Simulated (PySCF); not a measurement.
Ba³⁵⁺ (barium, charge +35) across methods

[Ar] 3d3, high-spin 4F determinant. Calculation: PySCF 2.14, in an even-tempered Gaussian basis (16 s from 5.6 bohr⁻², ratio 2.5; 11 p from 7.3 bohr⁻², ratio 2.5; 8 d from 7.3 bohr⁻², ratio 2.5; 4 f from 27 bohr⁻², ratio 2.7; 3 g from 41 bohr⁻², ratio 2.7); the non-relativistic Hamiltonian (point nucleus). The B2PLYP total includes its PT2 part (frozen core); its orbital energies are those of the SCF part.

| method | E (hartree) | mean ε 3p α (eV) | mean ε 3p β (eV) | mean ε 3d α (eV) | Σ⟨r²⟩ (bohr²) | ⟨S²⟩ |
| --- | --- | --- | --- | --- | --- | --- |
| r2SCAN | -6985.10 | -2498.5 | -2483.8 | -2306.3 | 1.005 | 3.750 |
| PBEsol | -6981.69 | -2491.8 | -2479.5 | -2300.2 | 1.006 | 3.750 |
| LDA | -6978.50 | -2491.4 | -2479.2 | -2299.8 | 1.006 | 3.750 |
| PBE | -6984.50 | -2492.5 | -2480.2 | -2301.0 | 1.005 | 3.750 |
| PBE0 | -6984.64 | -2506.7 | -2490.7 | -2313.8 | 1.005 | 3.750 |
| B2PLYP | -6985.03 | -2521.9 | -2501.6 | -2327.9 | 1.005 | 3.750 |
| UHF | -6984.02532 | -2547.6 | -2519.9 | -2350.8 | 1.005 | 3.750 |

A non-relativistic calculation at this Z misses sizeable relativistic shifts. Spin-orbit coupling is strong in this species (close to jj coupling), so the high-spin LS determinant is a model state, not a physical level.
